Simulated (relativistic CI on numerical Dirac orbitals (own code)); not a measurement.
Fe5+ (3d3) in a crystal field

Calculated by Dirac-Coulomb-Breit CI, orbitals from a KLI potential per configuration, model QED, valence Slater integrals scaled by 0.9, one configuration in a parametric crystal field (own radial code). With so little scaling, terms lie 10 to 35 % too far apart, which can change the order of excited levels.

Field parameters in Wybourne normalisation: Td as Oh with Dq negative (B⁴₀ = 21Dq, B⁴₄ = √(5/14) B⁴₀). The field is a parameter set, without covalency.

S is read from ⟨S²⟩ = S(S + 1).

Site symmetry Td; labels are those of the double group. Computed levels in cm⁻¹ above the lowest, in rising order:

```
Δ (size of 10Dq)  Lowest   No. 2   No. 3    No. 4     No. 5     No. 6     No. 7     No. 8
            2600      Γ8  193 Γ7  774 Γ8  1262 Γ6   2589 Γ7   2609 Γ8   2967 Γ6   3111 Γ8
            4700      Γ8  133 Γ7  753 Γ8  1202 Γ6   4269 Γ7   4321 Γ8   4639 Γ6   4725 Γ8
            6800      Γ8  106 Γ7  736 Γ8  1167 Γ6   6050 Γ7   6115 Γ8   6420 Γ6   6477 Γ8
            8900      Γ8   94 Γ7  723 Γ8  1143 Γ6   7888 Γ7   7959 Γ8   8258 Γ6   8299 Γ8
           11000      Γ8   88 Γ7  714 Γ8  1126 Γ6   9767 Γ7   9839 Γ8  10138 Γ6  10165 Γ8
           13050      Γ8   88 Γ7  708 Γ8  1113 Γ6  11631 Γ7  11700 Γ8  11870 Γ8  12003 Γ6
           15150      Γ8   92 Γ7  706 Γ8  1105 Γ6  10033 Γ8  13566 Γ7  13632 Γ8  13940 Γ6
           17250      Γ8  102 Γ7  708 Γ8  1103 Γ6   8011 Γ8  15524 Γ7  15580 Γ8  15899 Γ6
           19350      Γ8  122 Γ7  721 Γ8  1112 Γ6   5999 Γ8  17501 Γ7  17542 Γ8  17878 Γ6
```

Ground-state S against |10Dq| in cm⁻¹: 2600: 1.50, 4700: 1.50, 6800: 1.50, 8900: 1.50, 11000: 1.50, 13050: 1.50, 15150: 1.50, 17250: 1.49, 19350: 1.49.

No abrupt spin change occurs in this range.
